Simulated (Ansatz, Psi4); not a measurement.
Species: chloro(ethenylsilyl)silane, C2H7ClSi2 (charge 0, singlet). SMILES: C=C[SiH2][SiH2]Cl
Coordinates optimised at B3LYP-D3(BJ)/def2-TZVP (Ansatz, a first-principles code):
```
Si
H 1 1.4841
H 1 1.4847 2 109.34
C 1 1.8614 2 111.28 3 -121.27
C 4 1.3318 1 123.88 2 125.52
H 5 1.0848 4 121.95 1 -1.62
H 5 1.0849 6 115.98 4 179.90
H 4 1.0873 5 118.31 6 -179.77
Si 1 2.3451 2 107.65 3 119.24
H 9 1.4806 1 112.27 2 -176.01
H 9 1.4810 10 108.78 1 -126.37
Cl 9 2.0838 10 107.28 11 -115.91
```

B3LYP/6-31G* beside other levels, property by property. Conventions: UHF or UKS for open shells; non-relativistic; each state is the SCF solution reached for its charge and spin; six Cartesian d functions in 6-31G* and its kin unless marked 5d; dispersion terms only where a functional's name holds one; atomisation electronic, to ground-state atoms; valence correlation only; no spin-orbit coupling. CBS marks a two-point X^-3 extrapolation of the correlation energy; Hartree-Fock from the larger set. [CCSD(T)-MP2]/basis is that difference in the basis named. First-principles rows: single points at B3LYP-D3(BJ) geometries (Ansatz), with unscaled harmonic terms from B3LYP/6-31G* (Ansatz) at its own minima, enthalpies of formation by atomisation with measured atoms. Levels can end on unlike triplets.

Coupled cluster (Ansatz) is a level with limits of its own, used here on species with T1 under 0.025 (0.045 for open shells) and stable references: (a) RI-MP2/CBS(aug-cc-pV(T+d)Z,aug-cc-pV(Q+d)Z)+[CCSD(T)-MP2]/aug-cc-pV(T+d)Z; (b) CCSD(T)/CBS(aug-cc-pV(T+d)Z,aug-cc-pV(Q+d)Z).

```tsv
property	B3LYP/6-31G* (Ansatz)	wB97X-D/6-31G* (Psi4)	MP2/6-31G* (Ansatz)	B3LYP/def2-TZVPD (Ansatz)	to compare with
atomisation energy (kcal/mol)	976.5	989.5	899.4	985.4	1000.6 coupled cluster (b)
vertical triplet-singlet gap, E(triplet) - E(singlet) (eV)	4.27	4.32	4.54	4.20	4.42 coupled cluster (a)
enthalpy of formation at 298 K (kcal/mol)	11.8	-1.2	88.8	2.9	-12.3 coupled cluster (b)
```

As the rows show:
- atomisation energy: B3LYP/6-31G* lies 24.1 kcal/mol below coupled cluster.
- vertical triplet-singlet gap, E(triplet) - E(singlet): B3LYP/6-31G* lies 0.15 eV below coupled cluster.
- enthalpy of formation at 298 K: B3LYP/6-31G* lies 24.1 kcal/mol above coupled cluster.

The properties are those with a value to compare with, at most eight drawn at random. No case is left out for the size of its miss. Left out are saddle points of the reference geometry, anions that the best level run finds unbound, excited spin states, species near biochemistry, 298 K rows of species without real B3LYP wavenumbers, cases with under five habitual levels, runs that failed or that the program found above a lower state of the same kind, table entries that another table contradicts, and a share of species set aside by lot.
